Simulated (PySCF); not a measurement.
A structure optimised at B3LYP-D3(BJ)/def2-SVP, used in a PySCF frequency run:

```
Tl
Cl 1 2.4140
Cl 1 2.4140 2 120.00
Cl 1 2.4140 2 120.00 3 180.00
```
Charge 0, spin multiplicity 1.

### Question
Write its SMILES, formula and point group.

### Answer
[Cl][Tl]([Cl])[Cl], Cl₃Tl, D3h

### Question
What are its rotational constants (standard atomic weights)?

### Answer
1.6309, 1.6309, 0.81543 GHz
